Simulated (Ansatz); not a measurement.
Program: Ansatz 0.2.0.

A structure relaxed at PBE0-D4/def2-TZVP, charge 0, multiplicity 1:

| atom | x (Å) | y (Å) | z (Å) |
| --- | --- | --- | --- |
| C1 | -0.746 | -0.725 | -1.590 |
| B2 | 0.514 | -0.179 | -0.821 |
| C3 | 0.401 | 0.628 | 0.479 |
| C4 | 0.245 | 0.429 | 1.926 |
| S5 | 0.502 | 2.017 | -0.369 |
| H6 | -0.826 | -1.803 | -1.399 |
| H7 | -1.688 | -0.263 | -1.286 |
| H8 | -0.637 | -0.615 | -2.672 |
| H9 | 1.621 | -0.510 | -1.151 |
| H10 | 0.201 | 1.365 | 2.483 |
| H11 | 1.075 | -0.186 | 2.291 |
| H12 | -0.662 | -0.158 | 2.109 |

(1) Give its formula and SMILES.

(2) Summarise the bond lengths by kind.

Answers

(1) C3H7BS, `CBC(C)=S`.

(2) 2 × B–C 1.535 to 1.574 Å; 6 × C–H 1.091 to 1.098 Å; 1 × B–H 1.201 Å; 1 × C–C 1.468 Å; 1 × C–S 1.630 Å.
